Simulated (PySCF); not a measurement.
A structure optimised at PBE-D3(BJ)/def2-SVP, used in a PySCF frequency run:

```xyz
10

Al     0.2134    -0.1345     0.0000
F      1.8822     0.0371     0.0000
Cl    -0.5119    -2.1163     0.0000
C     -0.9662     1.4208     0.0000
C     -0.2768     2.7938     0.0000
H     -1.6404     1.3086     0.8792
H     -1.6404     1.3086    -0.8792
H      0.3706     2.9316    -0.8898
H      0.3706     2.9316     0.8898
H     -1.0148     3.6233     0.0000
```
Charge 0, spin multiplicity 1.

Question: Write its SMILES, formula and point group.

Answer: C[CH2][Al]([F])[Cl], C₂H₅AlClF, Cs

Question: What are its rotational constants (standard atomic weights)?

Answer: 5.0875, 1.6163, 1.2457 GHz
